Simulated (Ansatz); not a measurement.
Gas-phase reaction in SMILES: O[Si](O)(O)F -> [OH] (HO) + O[Si](O)F (the O-Si bond at the site shown breaks; other sites are not compared here)
Geometries: B3LYP-D3(BJ)/def2-TZVP minima from Ansatz (an electronic-structure program), one conformer each, not searched for the lowest.
Geometry of the first species:
```
Si
F 1 1.6004
O 1 1.6232 2 109.05
H 3 0.9601 1 119.16 2 59.48
O 1 1.6232 2 109.05 3 120.00
H 5 0.9601 1 119.16 2 59.48
O 1 1.6232 2 109.05 5 120.00
H 7 0.9601 1 119.16 2 59.48
```

Wanted: bond dissociation energy (electronic energy difference), in kJ/mol. Cores are frozen in the correlated levels unless marked. Open shells are spin-unrestricted. No spin-orbit coupling. Non-relativistic. CBS marks a two-point X^-3 extrapolation of the correlation energy; Hartree-Fock from the larger set (for Q and 5 zeta extrapolated as (X+1)exp(-9√X)).

| level | program | bond dissociation energy (kJ/mol) |
|---|---|---|
| HF/STO-3G | Ansatz | 363.7 |
| HF/6-31G | Ansatz | 377.7 |
| PBE/def2-TZVPD | Ansatz | 557.0 |
| PBE-D3(BJ)/def2-TZVPD | Ansatz + dftd3 | 560.6 |
| PBE-D4/def2-TZVPD | Ansatz + dftd4 | 562.0 |
| B3LYP-D4/def2-TZVPD | Ansatz + dftd4 | 564.5 |
| PBE0/def2-SVP | Ansatz | 565.7 |

Task: Estimate the value at CCSD(T)/CBS(cc-pV(Q+d)Z,cc-pV(5+d)Z) as computed with Ansatz.

Result: 599.8 kJ/mol, so PBE0/def2-SVP differs from it by -34.1 kJ/mol.
